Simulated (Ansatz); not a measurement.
Basis sets compared for the cluster Ag₃Te₄⁺. Total charge 1; singlet. Geometry PBE-D4/def2-SVP. Ansatz on 4 threads of Arm Neoverse V1 on a shared host; times are rough, and most runs start from earlier orbitals.

Cartesian coordinates in Å:
```
Ag 1.492 0.743 -1.666
Ag -1.486 0.877 -0.864
Ag -1.390 -0.804 1.729
Te 1.743 0.536 1.154
Te -0.735 1.869 1.561
Te 0.745 -2.004 0.290
Te -0.370 -1.218 -2.205
```

In the def2 sets Ag, Te take a core potential; there is no spin–orbit coupling. The structure comes from a short search, and lower isomers may exist.

```
           level  functions  energy (Eh)  HOMO (eV)  LUMO (eV)  wall time
 PBE-D4/def2-SVP        197   -1513.0052      -9.19      -7.76      5.5 s
PBE0-D4/def2-SVP        197   -1513.0140     -10.09      -7.05       11 s
```

(1) Estimate the rows for PBE-D4/def2-TZVP (with forces), PBE0-D4/def2-TZVP.

Results:

(1) 
```tsv
level	functions	energy (Eh)	HOMO (eV)	LUMO (eV)	wall time
PBE-D4/def2-TZVP (with forces)	320	-1513.1663	-9.14	-7.66	12 s
PBE0-D4/def2-TZVP	320	-1513.1687	-10.01	-6.92	28 s
```
